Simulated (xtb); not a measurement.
Here is a job for xtb.
```
$ xtb mol.xyz --gfn 0 --chrg 1 --uhf 3 --json

# file mol.xyz
7

O     -0.46529138     1.41220598    -0.07095844
S     -0.01626657    -0.02567348    -0.00245745
O     -0.36107300    -0.82927774    -1.16232897
O     -0.68935298    -0.82860665     1.00363709
O      1.46298435     0.16245005     0.22168374
H     -1.38901452     1.65960187    -0.21103719
H      2.07114373    -0.58299923     0.31408907
```

Q: What does this run give for the partial charges in atom order, total energy?

A: 
partial charges in atom order: O1 -0.35, S2 1.02, O3 -0.16, O4 -0.16, O5 -0.35, H6 0.50, H7 0.50
total energy: -15.2925 Eh
